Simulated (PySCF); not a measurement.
CaCl, SMILES [Cl][Ca], multiplicity 2.

The structure is a stationary point at PBE0-D3(BJ)/def2-TZVPD. The multiplicity is an assumed one; other spin states were not compared.

Level of theory: PBE0-D3(BJ)/def2-TZVPD (PySCF 2.14.0).

Frequencies are harmonic and unscaled.

Computed harmonic wavenumbers and intensities:
```csv
mode,ν (cm⁻¹),IR (km/mol),moving atoms (share of kinetic energy)
1,369,60.4,"Cl 53 %, Ca 47 %"
```
